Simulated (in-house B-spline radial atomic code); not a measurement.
What moves the levels of neutral indium ([Kr] 4d10 5s2 5p1)? Method: Dirac-Hartree-Fock, average of the jj configuration, Fermi nucleus of rms radius 4.5184 fm. Calculated with a radial B-spline atomic code at the basis-set limit.

Baseline run (computed): total energy -5880.4443 hartree, 1s1/2 at -1032.767 hartree, 5p1/2 at -5.494 eV with <r> = 3.664 bohr.

Changing the nucleus:

```json
{"nucleus": "Fermi nucleus of rms radius 4.5311 fm, A = 105", "ΔE (eV)": "0.0195"}
{"nucleus": "Fermi nucleus of rms radius 4.5375 fm, A = 106", "ΔE (eV)": "0.0293"}
{"nucleus": "Fermi nucleus of rms radius 4.5494 fm, A = 107", "ΔE (eV)": "0.0476"}
{"nucleus": "Fermi nucleus of rms radius 4.5571 fm, A = 108", "ΔE (eV)": "0.0595"}
{"nucleus": "Fermi nucleus of rms radius 4.5685 fm, A = 109", "ΔE (eV)": "0.0771"}
{"nucleus": "Fermi nucleus of rms radius 4.5742 fm, A = 110", "ΔE (eV)": "0.0859"}
{"nucleus": "Fermi nucleus of rms radius 4.5856 fm, A = 111", "ΔE (eV)": "0.104"}
{"nucleus": "Fermi nucleus of rms radius 4.5907 fm, A = 112", "ΔE (eV)": "0.111"}
{"nucleus": "Fermi nucleus of rms radius 4.601 fm, A = 113", "ΔE (eV)": "0.127"}
{"nucleus": "Fermi nucleus of rms radius 4.6056 fm, A = 114", "ΔE (eV)": "0.135"}
{"nucleus": "Fermi nucleus of rms radius 4.6156 fm, A = 115", "ΔE (eV)": "0.15"}
{"nucleus": "Fermi nucleus of rms radius 4.6211 fm, A = 116", "ΔE (eV)": "0.159"}
{"nucleus": "Fermi nucleus of rms radius 4.6292 fm, A = 117", "ΔE (eV)": "0.171"}
{"nucleus": "Fermi nucleus of rms radius 4.6335 fm, A = 118", "ΔE (eV)": "0.178"}
{"nucleus": "Fermi nucleus of rms radius 4.6407 fm, A = 119", "ΔE (eV)": "0.189"}
{"nucleus": "Fermi nucleus of rms radius 4.6443 fm, A = 120", "ΔE (eV)": "0.195"}
{"nucleus": "Fermi nucleus of rms radius 4.6505 fm, A = 121", "ΔE (eV)": "0.205"}
{"nucleus": "Fermi nucleus of rms radius 4.6534 fm, A = 122", "ΔE (eV)": "0.209"}
{"nucleus": "Fermi nucleus of rms radius 4.6594 fm, A = 123", "ΔE (eV)": "0.219"}
{"nucleus": "Fermi nucleus of rms radius 4.6625 fm, A = 124", "ΔE (eV)": "0.224"}
{"nucleus": "Fermi nucleus of rms radius 4.667 fm, A = 125", "ΔE (eV)": "0.231"}
{"nucleus": "Fermi nucleus of rms radius 4.6702 fm, A = 126", "ΔE (eV)": "0.236"}
{"nucleus": "Fermi nucleus of rms radius 4.6733 fm, A = 127", "ΔE (eV)": "0.241"}
```

A larger nucleus binds the electrons less, roughly as the density at the nucleus times the change of the nuclear <r²>. The reference is A = 104.
